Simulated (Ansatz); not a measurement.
```xyz
10

N     1.3904   -0.7446    0.6680
C     0.3367   -0.5041   -0.0187
N    -0.1427   -1.4476   -0.8862
B    -0.4639    0.8581    0.0311
O     0.0453    1.8364    0.8050
H     1.6305    0.0758    1.2185
H     0.2568   -2.3708   -0.8336
H    -1.0861   -1.3727   -1.2188
H    -1.4892    1.0287   -0.5766
H    -0.4778    2.6408    0.8112
```

The species carries charge 0 and has multiplicity 1.

(1) List the B3LYP/def2-TZVPP orbital energies in eV (the Gaussian-basis code of Ansatz). (Estimate.)

## Answers

(1) Computed: Occupied: -521.67, -389.74, -388.34, -277.99, -184.52, -28.77, -25.49, -22.93, -16.80, -15.90, -14.76, -12.82, -12.08, -11.70, -10.96, -9.91, -9.68, -6.81, -6.52. Lowest empty: -1.45, 0.22, 0.90, 1.80, 1.91, 2.31, 2.89, 3.36.

B3LYP here is the variant with VWN-RPA as its local correlation; programs differ in this.
